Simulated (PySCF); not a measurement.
# F2H3PSi: core ionisation energies

F2H3PSi.
Atom-mapped SMILES: `[F:1][P:2]([F:3])[SiH3:4]`

Computed with delta-SCF UKS SCAN, pcX-2 on the ionised atom, pcseg-1 elsewhere, spin-free X2C in PySCF 2.14.0. Binding energies are ΔSCF values: E(core-ionised, relaxed orbitals) − E(ground state) at a fixed geometry, referred to the vacuum level.

Question: What binding energy does each computed site have?

Answer: 
```json
{"atom(s)": "P2", "bonded to": "2 F and Si", "level": "P 1s", "binding energy (eV)": "2153.26", "2p1/2 (eV)": "–", "count": "1"}
{"atom(s)": "Si4", "bonded to": "3 H and P", "level": "Si 1s", "binding energy (eV)": "1846.82", "2p1/2 (eV)": "–", "count": "1"}
{"atom(s)": "F1/F3", "bonded to": "P", "level": "F 1s", "binding energy (eV)": "692.82", "2p1/2 (eV)": "–", "count": "2"}
{"atom(s)": "Si4", "bonded to": "3 H and P", "level": "Si 2p3/2", "binding energy (eV)": "107.13", "2p1/2 (eV)": "107.75", "count": "1"}
```

Question: Give the binding energy of Si 2p3/2 of Si4 in hartree and in kJ/mol.

Answer: 107.13 eV = 3.9370 Eh = 10336 kJ/mol.

The first atom of each set that the bonding makes equivalent was ionised and stands for the set. Not every level is listed. 2p3/2 and 2p1/2 are the ΔSCF energy of one spin-free 2p hole plus the eigenvalues of a spin–orbit and ligand-field matrix of the shell. 2p1/2 minus 2p3/2 (ligand field included): Si 0.62 eV. Geometry: PBE0-D3(BJ)/def2-SVP; no solvent, vibrations or thermal averaging.
